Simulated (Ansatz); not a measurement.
Basis-set extrapolation for `F[C@H]1C[Si@@H]1Cl` (PBE0-D4/def2-TZVP geometry, frozen core, Ansatz 0.2.0). Multiplicity 1, RHF reference.

|  | def2-TZVPP | def2-QZVPP |
| --- | --- | --- |
| HF | -926.023552 | -926.053218 |
| MP2 correlation | -0.885500 | -0.959987 |
| CCSD(T) correlation | -0.965432 | not run |

Energies in hartree. Use E(X) = E(∞) + A·exp(−7.88·√X) for Hartree–Fock and E(X) = E(∞) + B·X^(−2.97) for correlation, with X = 3 and 4, and add CCSD(T) minus MP2 of the smaller set to the MP2 limit.

Question: What is the CCSD(T) energy at the basis-set limit?

Answer: HF limit: -926.053218 + (-0.029666) × 0.13774 = -926.05730. MP2 limit: -0.959987 + (-0.074487) × 0.74074 = -1.01516. Higher-order term: -0.965432 − (-0.885500) = -0.07993. Total: -927.15239 hartree, 429.0 kJ/mol below CCSD(T)/def2-TZVPP.
